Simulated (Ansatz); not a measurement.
Energy profile

The step: InBrCl₂ ([Cl][In]([Cl])[Br]) + H₂ → InHCl₂ ([Cl][InH][Cl]) + HBr (still joined by a long In–Br bond); bonds formed: In1–H6, Br2–H5; bonds broken: H5–H6; bonds weakened to dative contacts: In1–Br2 (atoms numbered as in the saddle structure below).

```xyz
6
angstrom
In -0.3267 -0.0091 -0.5567
Br 0.6223 -0.9372 1.8840
Cl 0.6357 -1.2042 -2.2677
Cl -2.5828 0.4023 -0.4055
H 0.8851 0.5001 1.0983
H 0.7663 1.2482 0.2476
```

Electronic energies by CCSD(T) at an estimated basis limit (MP2 extrapolated from triple and quadruple zeta, plus CCSD(T) − MP2 in triple zeta), on PBE0-D4/def2-TZVP structures; InH$_{2}$BrCl$_{2}$, closed shell; no counterpoise correction. Computed with Ansatz 0.2.0 (basis: def2-TZVPP and def2-QZVPP); correlated methods freeze the cores. Filled d shells of the heavier atoms are correlated. Core potentials replace the inner electrons of the atoms past krypton. The def2 sets are not built for correlating such inner shells, so the correlated values are less sure here. Extrapolation: Hartree–Fock as exp(−7.88 √X), correlation as X^−2.97.

Task: Give the profile in kcal/mol, counted from the separated reactants. (Judge from chemistry; the value comes from the calculation.)

Result: By the calculation:
| point | kcal/mol |
| --- | --- |
| separated: InBrCl$_{2}$ (linked as [Cl][In]([Cl])[Br]; In1, Br2, Cl3, Cl4; singlet) + H$_{2}$ (H5, H6; singlet) | 0.00 |
| start structure | -2.60 |
| saddle | 33.84 |
| end structure | 16.95 |
| separated: InHCl$_{2}$ (linked as [Cl][InH][Cl]; In1, Cl3, Cl4, H6; singlet) + HBr (Br2, H5; singlet) | 24.49 |

No T1 diagnostic of these runs exceeds 0.013. The end structure is not quite a true minimum (one mode of 83i cm⁻¹).

For scale, one of the runs: CCSD(T)/def2-TZVPP, 210 basis functions, launched by `ansatz run in.yaml --threads 8 --pin off --events-out ev --progress --plain --max-ram 19148MiB`. The run took 29 s on 8 CPU threads of an AMD EPYC 7R43 (shared host), with 2.1 GiB of host memory at its peak.
